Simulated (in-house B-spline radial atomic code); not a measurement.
B3LYP (VWN-RPA) excitations of Xe⁶⁺

Method: B3LYP (VWN-RPA). Computed with an all-electron radial atomic-structure program (B-spline basis): linear response of the closed shell [Kr] 4d10 5s2 with the functional's adiabatic kernel; scalar-relativistic (spin-free one-electron X2C), finite nucleus, no spin-orbit coupling, no double excitations, S, P, D and F terms only; shells from n = 3 respond. Only terms of natural parity with L up to 3 were computed.

Command:
```bash
python run_td.py task.json out
```
Settings (radii: box in bohr, nucleus in fm):
```
Z                        54
electrons                48
configuration            [Kr] 4d10 5s2
hamiltonian              x2c
method                   b3lyp
box_radius               14.35
rms_radius               4.7859
intervals                70
```

Cost of the run: 3.7 s on 1 thread of Arm Neoverse N1, with other jobs on the host.

The lowest states, in the order of their Tamm-Dancoff energies; the method's threshold (minus the highest occupied level) is 87.40 eV. Labels give the largest channel, * marks a mixed state, and oscillator strengths are full-response dipole values. Semilocal kernels can invert the small singlet-triplet splittings of Rydberg terms. Energies in eV:

```json
{"state": "5s → 5p 3P", "full response": "13.396", "Tamm-Dancoff": "13.515", "oscillator strength": "-"}
{"state": "5s → 5p 1P", "full response": "17.905", "Tamm-Dancoff": "18.543", "oscillator strength": "1.57"}
{"state": "5s → 4f 3F", "full response": "32.85", "Tamm-Dancoff": "32.90", "oscillator strength": "-"}
{"state": "5s → 4f 1F", "full response": "34.05", "Tamm-Dancoff": "34.05", "oscillator strength": "-"}
{"state": "5s → 5d 3D", "full response": "35.11", "Tamm-Dancoff": "35.13", "oscillator strength": "-"}
{"state": "5s → 5d 1D", "full response": "36.80", "Tamm-Dancoff": "36.84", "oscillator strength": "-"}
{"state": "5s → 6s 3S", "full response": "?", "Tamm-Dancoff": "?", "oscillator strength": "-"}
{"state": "5s → 6s 1S", "full response": "?", "Tamm-Dancoff": "?", "oscillator strength": "-"}
{"state": "5s → 6p 3P", "full response": "49.60", "Tamm-Dancoff": "49.61", "oscillator strength": "-"}
{"state": "5s → 6p 1P", "full response": "50.01", "Tamm-Dancoff": "50.04", "oscillator strength": "0.111"}
```

Q: Where does 5s → 6s 3S lie?

A: At 43.61 eV in full response, 43.61 eV in Tamm-Dancoff.

Q: Where does 5s → 6s 1S lie?

A: At 44.64 eV in full response, 44.68 eV in Tamm-Dancoff.

Q: How large is the singlet-triplet splitting of 5s → 5p (P terms) in Tamm-Dancoff?

A: 5.03 eV, from the unrounded values.

Q: What polarisabilities and dispersion coefficient does the method give?

A: Dipole 4.633 bohr³, quadrupole 7.429 bohr⁵, C6 15.2 hartree·bohr⁶ for two such species.
